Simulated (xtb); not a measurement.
xtb input:

```bash
xtb mol.xyz --gfn 2 --sp --chrg -1 --uhf 0
```
mol.xyz:
```
10

C     -1.31183297     0.06977156    -0.26422823
C     -0.78293718    -1.22049009    -0.19980282
C      0.57853985    -1.37473341    -0.00199234
C      1.30399856    -0.05381982    -0.10481011
S      0.00466937     1.20671953     0.27337774
H     -2.30647965     0.31653229     0.09102080
H     -1.44092867    -2.08246919    -0.30415000
H      1.10950171    -2.29862096    -0.21041114
H      2.13623777     0.07858728     0.59535225
H      1.70034924     0.15408847    -1.12085492
```

Task: Which total energy does the run end on?

Result: -14.47657 Eh (GFN2-xTB).

It need not be the lowest isomer of its formula. Whether it binds its extra electron was not tested at this geometry.
